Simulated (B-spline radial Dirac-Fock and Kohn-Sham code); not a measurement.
**Photoionisation of hafnium ions at Al Kα (taken as 1486.9 eV)**

Method: independent-particle photoionisation in a Dirac-Hartree-Slater potential with a Latter tail, all multipoles, thresholds from Dirac-Fock ΔSCF. Computed with a radial B-spline solver. Cross sections in kb; a dash marks an empty subshell or a threshold above the photon energy.

```
 ion      configuration  total  4p3/2  4f5/2  5p3/2  5d5/2     6s
  Hf  [Xe] 4f14 5d2 6s2  452.1   68.5   44.7   9.53   1.22  0.466
Hf²⁺      [Xe] 4f14 5d2  452.3   68.5   44.7   9.60   1.51      –
Hf³⁺      [Xe] 4f14 5d1  451.8   68.5   44.8   9.91  0.905      –
Hf⁴⁺          [Xe] 4f14  451.0   68.5   44.9   10.3      –      –
```
